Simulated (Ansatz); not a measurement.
```yaml
crystal:
  periodic: [false, false, false]
  atoms:
    - {symbol: Si, position_ang: [0.000014, -0.000002, 0.000004]}
    - {symbol: Se, position_ang: [-0.070747, -0.141252, 2.067844]}
    - {symbol: Se, position_ang: [0.070723, 0.141255, -2.067838]}
basis:
  gaussian: {orbitals: cc-pVTZ-DK, final_grid: {core_spheres: 1, valence_spheres: 1, degree: 1}}
hamiltonian: {xc: {name: PBE}}
scf: {omitted_lower_state_checks: [starts]}
```

```sh
$ ansatz run in.yaml --threads 4 --pin off --events-out ev --progress --plain --max-ram 3916MiB
```

Output, abridged:

```
Functional definition: PBE
1021 factors; their error is unknown
mean field evaluation 1: about -140115.0648 eV, gradient 1.8e1 eV
mean field evaluation 2: about -140114.9579 eV, gradient 1.8e1 eV
mean field evaluation 4: about -140116.0005 eV, gradient 3.6e0 eV
mean field evaluation 8: about -139961.9607 eV, gradient 5.6e2 eV
mean field evaluation 16: about -140098.1430 eV, gradient 2.7e2 eV
mean field evaluation 32: about -140278.5725 eV, gradient 2.4e0 eV
a density is far from that of the atoms, so the factors are made again for it
1004 factors; integrals over basis functions are off by at most 2.1e-5 eV
mean field evaluation 64: about -140116.0064 eV, gradient 1.5e-1 eV
mean field evaluation 96: about -140279.0696 eV, gradient 4.9e-3 eV
mean field -140279.06958146 eV, -5155.1607225501 hartree, gradient 1.4e-5 eV, S^2 0.000000; 0 other end points of the search recorded, 0 dependent functions left out
reference -140279.06959286 eV, -5155.1607229693 hartree; 41, 41 occupied and 79, 79 virtual orbitals, 1004 factors
Total energy: -140279.06959286 eV, -5155.1607229693 hartree
Relativity: scalar
Checks for a lower state left out: starts
```

Q: Something in this input is off. What?

A: The integration grid is far too coarse. Self-consistency was reached. The result belongs to that input, not to the species as meant.
